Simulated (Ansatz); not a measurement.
Process, species as SMILES: CC[O][Ge]([Br])([Br])[Br] [tribromo(ethoxy)germane] + 6 [H][H] (H2) -> 3 Br (HBr) + 2 C (CH4) + [GeH4] (GeH4) + O (H2O)
Each molecule is optimised on its own at B3LYP-D3(BJ)/def2-TZVP (Ansatz, a quantum-chemistry and plane-wave program), one conformer each, not searched for the lowest.

Property: energy of full hydrogenation (electronic energy difference), in eV. Valence correlation only, unless marked. No spin-orbit coupling. Frozen are the shells of the preceding noble gas and the d and f shells that filled before the atom's block. Non-relativistic. CBS marks a two-point X^-3 extrapolation of the correlation energy; Hartree-Fock from the larger set.

```csv
level,program,energy of full hydrogenation (eV)
revPBE-D3(BJ)/def2-TZVPD,Ansatz + dftd3,0.46
```

What does CCSD(T)/CBS(cc-pVTZ,cc-pVQZ) (Ansatz) give?

0.43 eV, so revPBE-D3(BJ)/def2-TZVPD differs from it by 0.03 eV.
